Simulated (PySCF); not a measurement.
Isomers of C5H9OP, one conformer each. The calculation used core-valence-separated Tamm–Dancoff BHandHLYP/aug-pcX-1 (pcseg-1 on H, def2-SVPD on P) in PySCF, non-relativistic, gas phase, PBE0-D3(BJ)/def2-SVP geometry. BHandHLYP without relativity tends to put these K edges a few eV too low, so spacings mean more than positions.

P. `O(C)/C=P/C(C)=C`
Q. `C=C[C@@H]1CC[P@H]1=O`

Main lines, eV (oscillator strength):
1. C K: 282.5 (0.059), 282.8 (0.063), 285.8 (0.012), 285.9 (0.011), 285.9 (0.013); O K: 531.2 (0.025), 531.6 (0.025), 532.4 (0.019), 533.0 (0.010)
2. C K: 282.3 (0.057), 282.9 (0.060), 283.4 (0.070), 285.6 (0.007), 285.8 (0.010); O K: 532.4 (0.015), 534.3 (0.015), 534.8 (0.006), 536.3 (0.006), 536.4 (0.003)
Listed: the first five lines at most of each edge with a tenth or more of its strongest line's intensity; roots within 0.03 eV on the same or equivalent atoms are summed. Only the lowest roots were sought, and the top ones are left out.

Q: Which spectrum belongs to which isomer?

A: 1 = Q, 2 = P.
- P: first C line listed at 282.3 eV, hole on the terminal =CH2 carbon (1s→π*); first O line listed at 532.4 eV, hole on the ether oxygen.
- Q: first C line listed at 282.5 eV, hole on the terminal =CH2 carbon (1s→π*); first O line listed at 531.2 eV, hole on the phosphoryl oxygen.

Q: What are the ground-state energies of the isomers at BHandHLYP/aug-pcX-1 (pcseg-1 on H, def2-SVPD on P), relative to the lowest?

A: P 104.1, Q 0.0 kJ/mol (electronic energies on these geometries, no dispersion or zero-point terms).
